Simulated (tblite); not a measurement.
Species: C₇H₉ (doublet state).
Structure used (GFN2-xTB), in Å, numbered top down from 1:
```
atom  x, y, z in Å
C1     2.3641    0.3686   -0.4616
C2     1.0891    0.1037   -0.0603
C3     0.5362   -1.1476    0.1935
C4    -0.8806   -1.0509    0.5188
C5    -1.7530   -0.4354   -0.5659
C6    -1.2164    0.4256    0.5262
C7     0.0571    1.1827    0.2068
H8     3.0709   -0.4248   -0.6240
H9     2.7039    1.3756   -0.6214
H10    1.0757   -2.0761    0.1532
H11   -1.3331   -1.7729    1.1834
H12   -1.3292   -0.3371   -1.5540
H13   -2.8028   -0.6872   -0.5542
H14   -1.8967    0.8465    1.2520
H15   -0.0631    1.8395   -0.6568
H16    0.3703    1.7985    1.0527
```

Method: GFN2-xTB as coded in tblite; computed harmonic values from a numerical Hessian at the method's own geometry, unscaled. The method is semi-empirical: single wavenumbers can be off by several per cent or more. One conformer, not necessarily the lowest. Open shells enter through the occupations alone, without spin polarisation, and single modes of such species can be off by tens of per cent.

Harmonic wavenumbers (cm⁻¹): 135.4, 322.5, 343.8, 395.3, 462.5, 547.6, 606.6, 666.1, 690.7, 757.8, 838.2, 859.2, 894.4, 902.2, 933.6, 967.2, 990.0, 1019.7, 1029.6, 1050.3, 1077.2, 1089.0, 1150.9, 1188.8, 1223.2, 1264.7, 1310.6, 1358.3, 1365.7, 1417.4, 1453.6, 1467.0, 1519.6, 2961.9, 2982.6, 3060.6, 3070.4, 3081.5, 3098.7, 3118.2, 3134.0, 3151.0.

A = 5969, B = 2424, C = 1997 MHz; mass 93.070 u (most abundant isotopes); point group C1, symmetry number 1; spin multiplicity 2.

Problem. What is the zero-point energy?

Solution. Half the sum of the wavenumbers: 29479 cm⁻¹ = 352.64 kJ/mol.

Problem. Give the ideal-gas entropy at 350 K and 1 bar in the rigid-rotor, harmonic-oscillator model (classical rotation).

Solution. Translation 168.73, rotation 114.18, vibration 58.93, spin (R ln 2) 5.76: S = 347.6 J/(mol K).

Problem. And Cp and H(350 K) − H(0)?

Solution. Cp = 134.81 J/(mol K), of which vibrations give 101.55 (their classical limit is 42 R = 349.2); H(350 K) − H(0) = 25.06 kJ/mol without the zero-point energy, 13.42 from vibrations.

Problem. Which modes carry the vibrational entropy at 350 K?

Solution. 135.4 cm⁻¹: 13.29; 322.5 cm⁻¹: 6.55; 343.8 cm⁻¹: 6.10; 395.3 cm⁻¹: 5.14; 462.5 cm⁻¹: 4.12; 547.6 cm⁻¹: 3.13 J/(mol K); the other 36 give 20.60 together.

Problem. Blend soft modes into free rotors: weight 1/[1 + (100 cm⁻¹/ν̃)⁴] for the oscillator and the rest for a rotor with moment μB/(μ + B), μ = h/(8π²ν), B = 10⁻⁴⁴ kg m². What vibrational entropy results?

Solution. 58.53 J/(mol K) in place of 58.93, which changes −T·S at 350 K by +0.14 kJ/mol.

Problem. What must be added to the electronic energy to get the Gibbs energy at 350 K and 1 bar?

Solution. ZPE + [H(350 K) − H(0)] − T·S = 352.64 + 25.06 − 121.66 = 256.04 kJ/mol.

Hindered rotation and anharmonicity are outside this model. Other conformers, if any are populated, would add a mixing term that is left out. The structure is chiral; the term R ln 2 for an equal mix with its mirror image is left out.
